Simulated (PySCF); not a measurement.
## Spinor energies of Ag³⁺ (silver, charge +3)

Start: [Kr] 4d7 5s1; 4d3/2 filled at m_j = +1/2, +3/2; 4d5/2 filled at m_j = -3/2, -1/2, +1/2, +3/2, +5/2; 5s1/2 filled at m_j = +1/2. Calculated with PySCF 2.14 in x2c-TZVPall-2c: generalised Hartree-Fock with the X2C-1e Hamiltonian and a Gaussian nucleus; one run each with spin-orbit coupling (SO) switched off, then screened by Boettger's factors. This is a chosen level, not necessarily the ground level.

```tsv
spinor shell	electrons	ε, spin-free (eV)	ε, screened SO (eV)	weight of nominal j (screened SO)	rms radius, screened SO (bohr)
1s1/2	2	-25692.4	-25690.4	1.000	0.0357
2s1/2	2	-3909.4	-3908.8	1.000	0.146
2p1/2	2	-3504.5	-3625.9	1.000	0.127
2p3/2	4	-3504.5	-3448.3	1.000	0.131
3s1/2	2	-791.99	-791.77	1.000	0.392
3p1/2	2	-655.63	-677.81	1.000	0.387
3p3/2	4	-655.63	-645.23	1.000	0.397
3d3/2	4	-441.04	-445.14	0.991	0.374
3d5/2	6	-441.04	-438.04	0.994	0.377
4s1/2	2	-161.18	-161.10	1.000	0.963
4p1/2	2	-118.17	-124.55	0.853	1.04
4p3/2	4	-118.17	-115.05	0.926	1.06
4d5/2	5	-57.788	-58.727	0.525	1.30
4d3/2	2	-57.788	-55.510	0.608	1.31
5s1/2	1	-36.705	-36.692	1.000	2.60
```

```
   quantity    spin-free  screened SO
E (hartree)  -5309.71519  -5310.71532
        M_J            5            5
       ⟨J²⟩       30.005       30.006
       ⟨L²⟩       12.005       12.217
       ⟨S²⟩        6.001        5.915
```

Each row is a mean over spinors that exchange with the open shell spreads, by up to 10.664 eV (4p3/2).

Rows whose weight is well below 1 are mixtures of j = l ± 1/2: exchange outweighs spin-orbit coupling there, and the label is only the starting occupation.

Breit and QED terms are absent; they matter most for the inner s and p1/2 levels.

Densities and radii are taken from the X2C orbitals without a picture-change correction, which distorts them close to the nucleus.

Without spin-orbit coupling the j labels of p, d and f shells carry no meaning; the spin-free column gives the mean over the occupied spinors of each nl shell.
